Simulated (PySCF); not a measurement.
## As (arsenic, neutral) across methods

[Ar] 3d10 4s1 4p4, high-spin 4P determinant (an excited configuration). Calculation: PySCF 2.14, in aug-cc-pVQZ-DK (8s7p5d3f2g, 93 functions); the spin-free X2C one-electron Hamiltonian (Gaussian nucleus).

```csv
method,E (hartree),mean ε 4s α (eV),mean ε 4p α (eV),mean ε 4p β (eV),Σ⟨r²⟩ (bohr²),⟨S²⟩
HSE06,-2260.111,-18.024,-7.488,-5.004,42.50,3.759
B3LYP,-2260.425,-17.971,-7.527,-5.361,42.66,3.759
LDA,-2256.933,-16.454,-6.729,-4.732,42.55,3.756
UHF,-2258.70491,-24.489,-11.303,-6.196,43.87,3.801
MN15,-2261.886,-18.741,-8.399,-6.003,42.52,3.757
BHandHLYP,-2260.355,-20.381,-8.875,-6.042,42.67,3.763
r2SCAN,-2260.375,-17.282,-7.132,-4.672,42.35,3.768
PBE0,-2260.115,-18.477,-7.919,-5.349,42.48,3.761
```

Question: Estimate the same row for PBE.

Answer: E (hartree) = -2260.072; mean ε 4s α (eV) = -16.321; mean ε 4p α (eV) = -6.661; mean ε 4p β (eV) = -4.645; Σ⟨r²⟩ (bohr²) = 42.62; ⟨S²⟩ = 3.757.
